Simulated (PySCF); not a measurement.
Dissociation curve of SMILES Cl[SiH2]Cl (H2Cl2Si). The Si2–H5 bond (Si2 also carries Cl, Cl, H; H5 carries nothing else) is stretched with both fragments frozen at the PBE0/def2-TZVP optimised geometry.

- UHF/cc-pVDZ (PySCF)
- RHF/cc-pVDZ (PySCF)
- UKS-BHandHLYP = unrestricted BHandHLYP/cc-pVDZ (PySCF)
- RKS-BHandHLYP = restricted BHandHLYP/cc-pVDZ in PySCF 2.14.0
- UKS-B3LYP = unrestricted B3LYP/cc-pVDZ (PySCF)
- RKS-B3LYP = PySCF with restricted B3LYP/cc-pVDZ
- UKS-PBE = unrestricted PBE/cc-pVDZ in PySCF 2.14.0
- RKS-PBE = restricted PBE/cc-pVDZ (PySCF)
- UKS-B3LYP/6-31G* = unrestricted B3LYP/6-31G*, spherical d (PySCF)
- RKS-B3LYP/6-31G* = restricted B3LYP/6-31G*, spherical d in PySCF 2.14.0
- UKS-B3LYP/LANL2DZ = unrestricted B3LYP/LANL2DZ, with its core potentials past Ne in PySCF
- RKS-B3LYP/LANL2DZ = restricted B3LYP/LANL2DZ, with its core potentials past Ne in PySCF

Scanned distances (Å): 1.10, 1.19, 1.25, 1.31, 1.40, 1.42, 1.48, 1.54, 1.57, 1.62, 1.71, 1.84, 1.99, 2.22, 2.46, 2.65, 2.97, 3.25, 3.60, 4.01, 4.44, 5.13.

**Question.** Where does the unrestricted solution first break spin symmetry (<S²> of 0.01 or more)?

**Answer.** UHF: between 1.99 and 2.22 Å; UKS-BHandHLYP: between 2.22 and 2.46 Å; UKS-B3LYP: between 2.46 and 2.65 Å; UKS-PBE: between 2.65 and 2.97 Å; UKS-B3LYP/6-31G*: between 2.46 and 2.65 Å; UKS-B3LYP/LANL2DZ: between 2.22 and 2.46 Å.

| R / Å | <S²> UHF | E(RHF) − E(UHF) / kcal/mol | <S²> UKS-BHandHLYP | E(RKS-BHandHLYP) − E(UKS-BHandHLYP) / kcal/mol | <S²> UKS-B3LYP | E(RKS-B3LYP) − E(UKS-B3LYP) / kcal/mol | <S²> UKS-PBE | E(RKS-PBE) − E(UKS-PBE) / kcal/mol | <S²> UKS-B3LYP/6-31G* | E(RKS-B3LYP/6-31G*) − E(UKS-B3LYP/6-31G*) / kcal/mol | <S²> UKS-B3LYP/LANL2DZ | E(RKS-B3LYP/LANL2DZ) − E(UKS-B3LYP/LANL2DZ) / kcal/mol |
|---|---|---|---|---|---|---|---|---|---|---|---|---|
| 1.10 | 0.00 | 0.0 | 0.00 | 0.0 | 0.00 | 0.0 | 0.00 | 0.0 | 0.00 | 0.0 | 0.00 | 0.0 |
| 1.19 | 0.00 | 0.0 | 0.00 | 0.0 | 0.00 | 0.0 | 0.00 | 0.0 | 0.00 | 0.0 | 0.00 | 0.0 |
| 1.25 | 0.00 | 0.0 | 0.00 | 0.0 | 0.00 | 0.0 | 0.00 | 0.0 | 0.00 | 0.0 | 0.00 | 0.0 |
| 1.31 | 0.00 | 0.0 | 0.00 | 0.0 | 0.00 | 0.0 | 0.00 | 0.0 | 0.00 | 0.0 | 0.00 | 0.0 |
| 1.40 | 0.00 | 0.0 | 0.00 | 0.0 | 0.00 | 0.0 | 0.00 | 0.0 | 0.00 | 0.0 | 0.00 | 0.0 |
| 1.42 | 0.00 | 0.0 | 0.00 | 0.0 | 0.00 | 0.0 | 0.00 | 0.0 | 0.00 | 0.0 | 0.00 | 0.0 |
| 1.48 | 0.00 | 0.0 | 0.00 | 0.0 | 0.00 | 0.0 | 0.00 | 0.0 | 0.00 | 0.0 | 0.00 | 0.0 |
| 1.54 | 0.00 | 0.0 | 0.00 | 0.0 | 0.00 | 0.0 | 0.00 | 0.0 | 0.00 | 0.0 | 0.00 | 0.0 |
| 1.57 | 0.00 | 0.0 | 0.00 | 0.0 | 0.00 | 0.0 | 0.00 | 0.0 | 0.00 | 0.0 | 0.00 | 0.0 |
| 1.62 | 0.00 | 0.0 | 0.00 | 0.0 | 0.00 | 0.0 | 0.00 | 0.0 | 0.00 | 0.0 | 0.00 | 0.0 |
| 1.71 | 0.00 | 0.0 | 0.00 | 0.0 | 0.00 | 0.0 | 0.00 | 0.0 | 0.00 | 0.0 | 0.00 | 0.0 |
| 1.84 | 0.00 | 0.0 | 0.00 | 0.0 | 0.00 | 0.0 | 0.00 | 0.0 | 0.00 | 0.0 | 0.00 | 0.0 |
| 1.99 | 0.00 | 0.0 | 0.00 | 0.0 | 0.00 | 0.0 | 0.00 | 0.0 | 0.00 | 0.0 | 0.00 | 0.0 |
| 2.22 | 0.24 | 1.2 | 0.00 | 0.0 | 0.00 | 0.0 | 0.00 | 0.0 | 0.00 | 0.0 | 0.00 | 0.0 |
| 2.46 | 0.61 | 10.3 | 0.23 | 1.0 | 0.00 | 0.0 | 0.00 | 0.0 | 0.00 | 0.0 | 0.04 | 0.0 |
| 2.65 | 0.77 | 20.6 | 0.50 | 5.1 | 0.26 | 1.0 | 0.00 | 0.0 | 0.27 | 1.0 | 0.36 | 1.9 |
| 2.97 | 0.90 | 38.8 | 0.78 | 15.5 | 0.65 | 6.9 | 0.58 | 3.0 | 0.66 | 7.2 | 0.71 | 9.1 |
| 3.25 | 0.96 | 53.6 | 0.89 | 25.2 | 0.83 | 13.6 | 0.82 | 8.5 | 0.84 | 14.2 | 0.87 | 16.7 |
| 3.60 | 0.99 | 69.6 | 0.96 | 36.1 | 0.94 | 21.5 | 0.95 | 15.4 | 0.94 | 22.5 | 0.95 | 25.3 |
| 4.01 | 1.00 | 84.6 | 0.99 | 46.4 | 0.98 | 29.0 | 0.99 | 21.8 | 0.98 | 30.3 | 0.99 | 33.1 |
| 4.44 | 1.00 | 96.7 | 1.00 | 54.3 | 1.00 | 34.6 | 1.00 | 26.4 | 1.00 | 36.2 | 1.00 | 38.8 |
| 5.13 | 1.00 | 109.7 | 1.00 | 62.4 | 1.00 | 40.1 | 1.00 | 30.4 | 1.00 | 41.8 | 0.00 | — |

Dashes: no converged value, or the column stops at the first point that the program doubted or that broke a chosen test of continuity, which isn't proof of a fault.
